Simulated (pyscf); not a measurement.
PySCF, gas phase, ωB97X-D3(BJ)/def2-SVP geometries.

Estimate the classical barrier height and the reaction energy of H₃C–CH=CH–CH=O → H₂C=CH–CH₂–CH=O at ωB97M-D3(BJ)/def2-TZVP. The step runs on the singlet surface, breaks C–H, C–H and forms C–H, C–H; take the reactant's lowest minimum found as zero.

ΔE‡ = 87.9 kcal/mol, ΔE = +6.8 kcal/mol. Zero-point energy shifts the barrier by -4.3 kcal/mol. It is a concerted two-bond exchange, with an imaginary mode of 1025i cm⁻¹. One saddle was located; it need not be the lowest between these sides.
